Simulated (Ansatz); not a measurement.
Relaxation of Cl$_{2}$GaH$_{3}$S (7 atoms, charge 0, multiplicity 1), to a largest force component of 0.03 eV/Å in at most 50 steps.

These are results of Ansatz 0.2.0, RKS CAM-B3LYP-D4/def2-SVP, not measurements.

```xyz
7
Properties=species:S:1:pos:R:3
Ga 0.107 -0.723 -0.514
H -0.010 -0.002 2.159
Cl 1.833 0.467 -0.868
Cl -1.795 0.040 -1.088
S 0.320 -2.755 0.410
H -1.006 -2.987 0.308
H 0.051 -0.705 2.007
```

**Question.** Where does it end, and by what steps?

**Answer.** The forces met the threshold. After 9 steps the energy has fallen by 0.151 eV; S5 moved furthest, 0.36 Å.

| step | energy less start (eV) | largest force component (eV/Å) | accepted |
| --- | --- | --- | --- |
| 0 | 0.0000 | 1.802 | yes |
| 1 | -0.1290 | 0.301 | yes |
| 2 | -0.1372 | 0.207 | yes |
| 3 | -0.1351 | 0.426 | no |
| 4 | -0.1447 | 0.050 | yes |
| 5 | -0.1462 | 0.057 | yes |
| 6 | -0.1491 | 0.124 | yes |
| 7 | -0.1503 | 0.171 | yes |
| 8 | -0.1510 | 0.068 | yes |
| 9 | -0.1512 | 0.010 | yes |

```xyz
7
Properties=species:S:1:pos:R:3
Ga 0.127 -0.836 -0.476
H -0.081 0.287 2.090
Cl 1.852 0.365 -0.803
Cl -1.786 0.029 -0.853
S 0.334 -2.928 0.098
H -1.001 -3.135 0.104
H 0.057 -0.447 2.254
```

Whether the end is a true minimum wasn't checked by a vibrational analysis.

Run time: 18 s on 4 threads of Arm Neoverse V2, with other jobs on the host, peak memory 0.3 GiB.
